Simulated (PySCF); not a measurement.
CH4S2Se.

```xyz
8

Se     0.0351     0.1172     0.8481
S      0.3960     2.0095    -0.3083
H      1.7601     2.0077    -0.2206
S      0.2446    -1.5318    -0.6113
C     -1.3633    -1.5110    -1.4809
H     -2.2031    -1.6755    -0.7795
H     -1.3266    -2.3397    -2.2169
H     -1.4918    -0.5526    -2.0200
```
Charge 0, spin multiplicity 1.

Coordinates come from a PBE-D3(BJ)/def2-SVP optimisation. This is a generated structure with no PubChem entry under its InChIKey; it may be hypothetical. One conformer was computed; it need not be the lowest.

These are HF/pcSseg-1 (PySCF) values and carry that method's errors. Non-relativistic, no solvent.

### Question
Give the absolute GIAO shielding of each atom: isotropic value and principal components (ppm). (An estimate is asked for; the answer gives what the named calculation found.)

### Answer

```json
[
 {"atom": "Se1", "σ(iso)": "1269.2", "σ11": "849.8", "σ22": "1331.4", "σ33": "1626.4", "span": "776.6"},
 {"atom": "S2", "σ(iso)": "557.6", "σ11": "308.8", "σ22": "598.2", "σ33": "765.9", "span": "457.1"},
 {"atom": "H3", "σ(iso)": "27.8", "σ11": "19.6", "σ22": "25.1", "σ33": "38.7", "span": "19.2"},
 {"atom": "S4", "σ(iso)": "486.1", "σ11": "273.4", "σ22": "442.7", "σ33": "742.0", "span": "468.6"},
 {"atom": "C5", "σ(iso)": "165.1", "σ11": "141.3", "σ22": "165.6", "σ33": "188.5", "span": "47.2"},
 {"atom": "H6", "σ(iso)": "29.0", "σ11": "24.0", "σ22": "26.9", "σ33": "36.0", "span": "12.0"},
 {"atom": "H7", "σ(iso)": "29.4", "σ11": "23.8", "σ22": "25.6", "σ33": "38.7", "span": "14.9"},
 {"atom": "H8", "σ(iso)": "28.8", "σ11": "23.1", "σ22": "28.3", "σ33": "35.0", "span": "11.8"}
]
```
